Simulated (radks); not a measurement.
The boron ion B4+, 1 electrons, occupied as 1s1.

Method: scalar-relativistic Kohn-Sham, OLYP, spin-unpolarised, spherical densities, finite nucleus; Fermi nuclear charge, rms radius 2.406 fm; without spin polarisation the odd electron is poorly described; computed with a radial shooting solver on a logarithmic mesh with Libxc functionals.

Energy parts (hartree):
| part | energy |
|---|---|
| total | -12.25813 |
| kinetic | 12.25125 |
| electron-nucleus | -24.75222 |
| Hartree | 1.54062 |
| exchange-correlation | -1.29778 |

Orbitals (lengths in bohr, moments of r in powers of bohr; <r^-3> diverges for s and p1/2; r(max) is where P^2 peaks; r(90%) holds 90 % of the orbital's charge):
orbital  occ.  eigenvalue (hartree)  r(max)  <r^-3>     <r>  r(90%)
1s          1             -11.04815  0.2006       -  0.3052   0.544

The highest occupied level is 1s at -300.64 eV. The density falls to 0.001 e/bohr^3 at r = 1.09 bohr. Summed over all electrons, <r^2> = 0.1251 bohr^2, which gives a Langevin (diamagnetic) susceptibility term of -0.0991 x 10^-6 cm^3/mol.
